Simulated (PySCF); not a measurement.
C3H4BF2N.
Cartesian coordinates in Å at the PBE0-D3(BJ)/def2-SVP level; atoms count from 1:
```
atom  x, y, z in Å
N1    -2.6406    0.8701    0.1444
C2    -1.6932    0.0544    0.3786
C3    -0.2796    0.2431    0.0425
C4     0.6851   -0.6524    0.3259
B5     2.1651   -0.3966   -0.0484
F6     3.1141   -1.2618    0.2560
F7     2.5307    0.7014   -0.6890
H8    -2.2771    1.7081   -0.3268
H9    -1.9437   -0.8942    0.8844
H10   -0.0201    1.1799   -0.4690
H11    0.4050   -1.5805    0.8383
```

Method used: PBE0-D3(BJ)/def2-SVP geometry optimisation, gas phase (PySCF 2.14.0).

Masses are those of the commonest isotopes; rigid-rotor values at the optimised geometry. The values belong to one conformer with, in the numbering `[H]/[N:1]=[CH:2]\[CH:3]=[CH:4]\[B:5]([F:6])[F:7]`, N1–C2–C3–C4 179°.

Q: What are A, B and C (cm⁻¹)?

A: Ia = 59.59, Ib = 471.83, Ic = 531.39 u·Å²; 505379 MHz·u·Å²/I gives 8481, 1071 and 951.1 MHz, that is A = 0.28289, B = 0.03573, C = 0.03172 cm⁻¹.

Q: Classify the top.

A: A near-prolate asymmetric top: κ = (2 × 1071 − 8481 − 951.1)/(8481 − 951.1) = -0.97.

Q: Is it planar, by Δ = Ic − Ia − Ib?

A: Not planar: Δ = Ic − Ia − Ib = -0.03 u·Å². For a rigid frame Δ = −2 Σ m c², so Σ m c² = 0.02 u·Å² lies off the ab plane: 0.00 from hydrogen and 0.01 from heavier atoms. The atom farthest from that plane is 0.04 Å away.

Q: Predict some low-J microwave lines.

A: The dipole components are |μa| = 0.28 D, |μb| = 0.06 D, |μc| = 0.00 D. Intensities carry the squares of the components, which stand as 1.00 : 0.05 : 0.00 (a : b : c). Some lines, for components of 0.1 D or more:

| type | branch | J(Ka,Kc) | MHz | lower level (cm⁻¹) |
| --- | --- | --- | --- | --- |
| a | Q | 2(1,1) ← 2(1,2) | 360 | 0.446 |
| a | R | 1(0,1) ← 0(0,0) | 2022 | 0.000 |
| a | R | 2(1,2) ← 1(1,1) | 3924 | 0.315 |
| a | R | 2(0,2) ← 1(0,1) | 4043 | 0.067 |
| a | R | 2(1,1) ← 1(1,0) | 4164 | 0.319 |

Whether it is a minimum is left open (no frequencies). Constants of a rigid frame at the computed geometry: no zero-point averaging, no centrifugal distortion. Quadrupole hyperfine structure (11B, 14N) is left out.

The run took 52 s wall on an Arm Neoverse V1 with one thread (shared host), and the process peaked at 0.50 GiB of memory. That covers the optimisation of the geometry.
